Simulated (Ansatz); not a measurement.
Molecular dynamics of CH$_{6}$GaNSi

Input file:

```yaml
crystal:
  periodic: [false, false, false]
  atoms:
    - { symbol: C, position_ang: [-0.863379, 0.786415, -1.463065] }
    - { symbol: Ga, position_ang: [-0.049645, -0.092806, 0.089245] }
    - { symbol: "N", position_ang: [0.18102, -1.744113, 0.923017] }
    - { symbol: Si, position_ang: [1.272682, -0.778401, 2.021719] }
    - { symbol: H, position_ang: [-0.344593, 1.769535, -1.59149] }
    - { symbol: H, position_ang: [-1.948118, 0.931117, -1.389694] }
    - { symbol: H, position_ang: [-0.631805, 0.143894, -2.344272] }
    - { symbol: H, position_ang: [0.678881, -2.473001, 0.405899] }
    - { symbol: H, position_ang: [0.146454, 0.430517, 1.847237] }
    - { symbol: H, position_ang: [2.029806, 0.250105, 0.890225] }
basis:
  gaussian: { orbitals: def2-SVP }
hamiltonian:
  xc: pbe
md:
  timestep: 0.5
  n_steps: 400
  ensemble: nvt_langevin
  temperature: 400.0
  initial_velocities: maxwell_boltzmann
  seed: 512165
  friction: 0.5
scf:
  lower_state_search: "off"
```

Launched with:

```bash
$ ansatz run input.yaml --threads 4 --pin off --max-ram 5120MiB --backend cpu --events-out ev --progress --plain --runs-dir out
```

It goes on from the last frame of an earlier run, with new velocities.

Output, in part (step lines, the closing report, with atoms numbered from 0):

```
md step     0: t =     0.00 fs  T =   360.0 K  F+E_penalty+E_count = -62852.71121028 eV  E_kin = 0.465336 eV  (20 SCF iters)
md step     1: t =     0.50 fs  T =   450.2 K  F+E_penalty+E_count = -62852.72327400 eV  E_kin = 0.581974 eV  (21 SCF iters)
md step     2: t =     1.00 fs  T =   405.7 K  F+E_penalty+E_count = -62852.72313963 eV  E_kin = 0.524464 eV  (21 SCF iters)
md step     3: t =     1.50 fs  T =   446.4 K  F+E_penalty+E_count = -62852.71178618 eV  E_kin = 0.577011 eV  (21 SCF iters)
md step     4: t =     2.00 fs  T =   559.6 K  F+E_penalty+E_count = -62852.68003783 eV  E_kin = 0.723386 eV  (21 SCF iters)
md step     5: t =     2.50 fs  T =   464.8 K  F+E_penalty+E_count = -62852.63838379 eV  E_kin = 0.600806 eV  (21 SCF iters)
md step     6: t =     3.00 fs  T =   293.7 K  F+E_penalty+E_count = -62852.63208276 eV  E_kin = 0.379600 eV  (21 SCF iters)
md step     7: t =     3.50 fs  T =   526.1 K  F+E_penalty+E_count = -62852.66703769 eV  E_kin = 0.679972 eV  (20 SCF iters)
[... lines left out ...]
md step   397: t =   198.50 fs  T =   264.6 K  F+E_penalty+E_count = -62852.58618550 eV  E_kin = 0.342018 eV  (21 SCF iters)
md step   398: t =   199.00 fs  T =   345.4 K  F+E_penalty+E_count = -62852.56097982 eV  E_kin = 0.446440 eV  (22 SCF iters)
md step   399: t =   199.50 fs  T =   373.0 K  F+E_penalty+E_count = -62852.52665015 eV  E_kin = 0.482094 eV  (22 SCF iters)
md step   400: t =   200.00 fs  T =   343.7 K  F+E_penalty+E_count = -62852.50669294 eV  E_kin = 0.444317 eV  (21 SCF iters)
Total energy: -62852.50673493 eV, -2309.7870195494 hartree
Atom 0 at    -0.827123     0.777592    -1.499805 Å, force     0.954384    -1.598954    -0.829394 eV/Å
Atom 1 at    -0.068188    -0.038464     0.087773 Å, force     0.341035    -0.757011     0.201132 eV/Å
Atom 2 at    -0.081501    -1.633614     0.998990 Å, force     0.151898     2.568574     1.193585 eV/Å
Atom 3 at     1.265993    -0.703298     2.047654 Å, force    -0.451402    -0.622950    -0.820531 eV/Å
Atom 4 at    -0.522677     1.770504    -1.692060 Å, force     0.629187     1.861789    -0.012606 eV/Å
Atom 5 at    -1.898193     0.776941    -1.378248 Å, force    -1.040591    -0.286072    -0.212833 eV/Å
Atom 6 at    -0.445174     0.192701    -2.412900 Å, force    -0.736323     0.263459     1.009004 eV/Å
Atom 7 at     0.034882    -2.564645     0.715000 Å, force     0.420330    -1.931266    -0.770011 eV/Å
Atom 8 at     0.175334     0.408406     2.211644 Å, force    -0.044966     0.515202    -0.066078 eV/Å
Atom 9 at     1.823531     0.166078     0.684240 Å, force    -0.223551    -0.012772     0.307729 eV/Å
Dipole moment:    -0.217080     0.204900    -0.607559 e Å
```

The steps, from the saved trajectory:

```
time (fs)  T (K)  potential energy less start (eV)
        0    360                             0.000
      6.5    494                             0.058
       13    400                             0.104
     19.5    387                             0.174
       26    670                             0.061
     32.5    415                             0.259
       39    356                             0.119
     45.5    404                             0.107
       52    300                             0.259
     58.5    318                             0.200
       65    340                             0.324
     71.5    405                             0.296
       78    621                             0.186
     84.5    576                             0.339
       91    361                             0.146
     97.5    386                             0.236
      104    400                             0.165
    110.5    385                             0.200
      117    439                             0.245
    123.5    406                             0.366
      130    324                             0.271
    136.5    412                             0.454
      143    343                             0.414
    149.5    187                             0.453
      156    354                             0.429
    162.5    414                             0.606
      169    367                             0.409
    175.5    575                             0.320
      182    424                             0.207
    188.5    459                             0.337
      195    405                             0.175
```

The run went to its last step. A run of 0.2 ps of so small a system gives no equilibrium averages. The friction is so strong that the motion is overdamped, so the time scale means little. The orbitals stay closed-shell, which can raise the energy where a bond breaks towards radicals; this wasn't checked here.

Parted: Ga2–H9 1.84 → 2.18 Å. Pairs count as bonded within 1.25 times the sum of covalent radii (0.12 Å more for H–H).

Last frame:

```xyz
10
Properties=species:S:1:pos:R:3
C -0.827 0.778 -1.500
Ga -0.068 -0.038 0.088
N -0.082 -1.634 0.999
Si 1.266 -0.703 2.048
H -0.523 1.770 -1.692
H -1.898 0.777 -1.378
H -0.445 0.193 -2.413
H 0.035 -2.565 0.715
H 0.175 0.408 2.212
H 1.823 0.166 0.684
```

Time of the run: 5.1 min on 4 threads of Arm Neoverse V1 (shared host), peak memory 0.15 GiB.
